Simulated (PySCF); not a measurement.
1-chloro-2,2-difluoropropane (C3H5ClF2), SMILES FC(C)(CCl)F.

The structure is a stationary point at ωB97X-D3(BJ)/def2-SVP. The values are those of a single conformer.

These are TDDFT-LC-ωPBE/def2-SVPD (PySCF) values and carry that method's errors.

Vertical excitations. The molecule is in vacuum.

Computed UV-visible absorptions:
```
state  energy (eV)  λ (nm)      f                                                                 main pairs
-----  -----------  ------  -----  -------------------------------------------------------------------------
S1            7.69     161  0.002                       HOMO−1→LUMO 49 %, HOMO→LUMO 13 %, HOMO−1→LUMO+1 11 %
S2            7.78     159  0.002                         HOMO→LUMO 47 %, HOMO−1→LUMO 13 %, HOMO→LUMO+1 10 %
S3            9.19     135  0.022                   HOMO−1→LUMO+1 46 %, HOMO→LUMO+1 14 %, HOMO−1→LUMO+2 12 %
S4            9.30     133  0.043                      HOMO→LUMO+1 48 %, HOMO−1→LUMO+1 15 %, HOMO→LUMO+2 9 %
S5           10.03     124  0.014                       HOMO−2→LUMO 39 %, HOMO→LUMO+2 12 %, HOMO→LUMO+4 11 %
S6           10.17     122  0.039  HOMO→LUMO+3 29 %, HOMO−1→LUMO+2 20 %, HOMO→LUMO+2 14 %, HOMO−1→LUMO+4 8 %
S7           10.22     121  0.023                    HOMO−1→LUMO+3 45 %, HOMO→LUMO+2 12 %, HOMO−1→LUMO+2 9 %
S8           10.28     121  0.032  HOMO→LUMO+3 17 %, HOMO−1→LUMO+2 16 %, HOMO−1→LUMO+4 11 %, HOMO→LUMO+5 8 %
S9           10.35     120  0.043         HOMO−2→LUMO 15 %, HOMO→LUMO+2 14 %, HOMO→LUMO 8 %, HOMO→LUMO+6 8 %
S10          10.55     118  0.054     HOMO−2→LUMO+1 27 %, HOMO→LUMO+3 25 %, HOMO→LUMO+2 9 %, HOMO→LUMO+5 8 %
T1            6.86     181      0                        HOMO−1→LUMO 46 %, HOMO→LUMO 12 %, HOMO−1→LUMO+1 8 %
T2            6.97     178      0                          HOMO→LUMO 43 %, HOMO−1→LUMO 11 %, HOMO→LUMO+1 8 %
T3            8.91     139      0                    HOMO−1→LUMO+1 51 %, HOMO−1→LUMO+2 11 %, HOMO→LUMO+1 9 %
T4            9.04     137      0                      HOMO→LUMO+1 50 %, HOMO→LUMO+2 12 %, HOMO−1→LUMO+1 9 %
```
Triplets are in the Tamm–Dancoff approximation, which puts them higher than full response would, so one can lie above its singlet here.
